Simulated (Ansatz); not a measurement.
A nudged elastic band was laid between two geometries of CH₃InO (6 atoms, charge 0, multiplicity 1).

All numbers below come from RKS r2SCANh-D4/def2-mTZVP (Ansatz 0.2.0).

```yaml
movable_images: 7
climbing_image: yes
spring: 5.0 eV/Å²
optimiser: quadratic models (default)
start_path: through a guess of the saddle point
force_threshold: 0.03 eV/Å
iteration_limit: 60
end_points: relaxed
```

First end point:

```xyz
6
Properties=species:S:1:pos:R:3
O -1.096 -1.579 0.495
C -0.078 -1.201 -0.040
In 0.202 0.999 -0.047
H 0.615 -1.963 -0.474
H -0.522 1.928 -1.310
H 0.921 1.752 1.331
```

Last end point:

```xyz
6
Properties=species:S:1:pos:R:3
O -0.510 -1.819 0.152
C 0.317 -0.899 -0.232
In 0.000 1.219 0.082
H -0.164 -2.699 -0.099
H -0.517 2.150 -1.284
H 0.916 1.983 1.337
```

**Question.** What changes between the two ends?

**Answer.** Bonds broken: C2–H4. Bonds formed: O1–H4.

**Question.** What energy profile does the band end with?

**Answer.** It converged. The highest image is number 4 of 0 to 8, 84.3 kcal/mol above the first end and 30.8 kcal/mol above the last; the last end lies 53.4 kcal/mol above the first. Neighbouring images differ by up to 1.7 eV, so the band resolves the path poorly. A vibrational analysis at the climbing image gives one clearly imaginary mode, 2056i cm⁻¹: a first-order saddle point. The orbitals stay closed-shell, which can raise the energy where a bond breaks towards radicals; this wasn't checked here.

```
image  path coordinate (Å)  energy (kcal/mol)  C2–H4 (Å)  O1–H4 (Å)
    0                 0.00                0.0       1.12       2.00
    1                 0.26                2.6       1.11       1.93
    2                 0.51               20.2       1.10       1.70
    3                 0.77               58.8       1.14       1.42
    4                 1.03               84.3       1.28       1.14
    5                 1.27               69.8       1.52       0.99
    6                 1.51               56.8       1.76       0.97
    7                 1.75               54.0       1.85       0.98
    8                 1.99               53.4       1.87       0.98
```

**Question.** What is the geometry of the highest image?

**Answer.** 
```xyz
6
Properties=species:S:1:pos:R:3:forces:R:3
O -0.753 -1.953 0.307 0.00 0.00 0.00
C 0.040 -0.998 -0.097 0.00 0.00 0.00
In 0.005 1.185 0.078 0.00 0.00 0.00
H 0.185 -2.259 -0.272 0.00 0.00 0.00
H -0.486 2.072 -1.324 0.00 0.00 0.00
H 1.051 1.890 1.262 0.00 0.00 0.00
```

Run time: 3.4 min on 2 threads of AMD EPYC 9R45 96-Core Processor (Zen 5), on a shared host, peak memory 0.23 GiB.
